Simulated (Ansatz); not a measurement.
Ideal-gas functions of FH2InSe (`[F][InH][SeH]`) at 400 K and 1 bar, from an Ansatz frequency run at PBE0-D4/def2-TZVP.

Molar mass 214.79 g/mol, point group Cs (symmetry number 1), electronic degeneracy 1, moments of inertia 54.97, 348.886, 403.856 u Å². Harmonic wavenumbers (cm⁻¹, unscaled): 100, 241, 252, 393, 441, 584, 599, 1891, 2442.

Use S(trans) = R[1.5 ln M + 2.5 ln T − 1.1517]; rotational temperatures θ = 24.2544 K / I; S(rot) = R[ln(√π/σ · √(T³/θAθBθC)) + 1.5]; for each mode x = 1.438777 ν̃/T, S = R[x/(eˣ − 1) − ln(1 − e⁻ˣ)] and H = RT x/(eˣ − 1); 1 cm⁻¹ = 0.0119627 kJ/mol; R = 8.31446 J/(mol·K).

Q: By hand: the entropy, in J/(mol·K).

A: Translation 181.9. Rotation: θ = 0.4412, 0.0695, 0.0601 K, giving 118.1. Vibration, mode by mode: 16.86, 9.76, 9.41, 6.10, 5.30, 3.52, 3.37, 0.07, 0.01, in all 54.4. Electronic 0.0. Sum 354.4 J/(mol·K).

Q: By hand: H − E and G − E in kJ/mol, counted from the electronic energy.

A: Zero-point energy ½ × 6943 × 0.0119627 = 41.5; thermal vibration 11.7; translation, rotation and pV give 4 RT = 13.3. H − E = 66.5 kJ/mol, and G − E = 66.5 − 400 × 354.4/1000 = -75.3 kJ/mol.

Vibration gives 15 % of the entropy, 16.9 J/(mol·K) of it from the mode under 150 cm⁻¹: soft modes count most, and the harmonic formula is weakest for them. The sum counts one conformer and one mirror image; others add a mixing term.
